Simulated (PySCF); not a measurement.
Q: What does the GFN2-xTB structure of `C=C(C)c1cccc(S)c1` look like in three dimensions?

A: 
```
atom  x, y, z in Å
C1    -1.8017    1.6481    0.6655
C2    -1.5300    0.4783    0.0973
C3    -2.6042   -0.3566   -0.5361
C4    -0.1616   -0.0679    0.0742
C5     0.0774   -1.4320    0.2299
C6     1.3700   -1.9251    0.2212
C7     2.4461   -1.0760    0.0480
C8     2.2165    0.2834   -0.1233
S9     3.6149    1.3437   -0.3579
C10    0.9248    0.7832   -0.1121
H11   -1.0470    2.2370    1.1575
H12   -2.8013    2.0483    0.6805
H13   -3.5066    0.2316   -0.6821
H14   -2.2703   -0.7433   -1.4974
H15   -2.8528   -1.2050    0.1010
H16   -0.7475   -2.1112    0.3779
H17    1.5428   -2.9834    0.3502
H18    3.4569   -1.4541    0.0405
H19    2.9179    2.4733   -0.4710
H20    0.7506    1.8384   -0.2668
```

Orientation and origin are arbitrary. Atoms count from 1 in this order. Of the pairs four or more bonds apart, C3···H16 is among the closest relative to their van der Waals radii: 2.71 Å, 94 % of the sum of Bondi's values. The 6-membered ring C4–C5–C6–C7–C8–C10 has internal angles of 118.6° to 120.6° (sum 720°, against 720° for a flat polygon); it is planar, 0.00 Å rms from its mean plane, widest ring torsion 1°. The C–C distances run from 1.329 Å (C1=C2, drawn double) to 1.501 Å (C2–C3, drawn single), a spread of 0.172 Å. S9 (thiol sulfur) is bent (angle 96.1°).

Bonds between heavy atoms (Å): C1=C2 1.329, C2–C3 1.501, C2–C4 1.474, C4–C5 1.394, C5–C6 1.384, C6–C7 1.382, C7–C8 1.389, C8–S9 1.771, C8–C10 1.385, C4–C10 1.393.

Computed geometry: GFN2-xTB, gas phase.

Point group: C1 (no symmetry element, even within 0.4 Å). Stationary, but not proved a minimum. One conformer, not necessarily the lowest (C1–C2–C4–C5 142°, C7–C8–S9–H 180°).
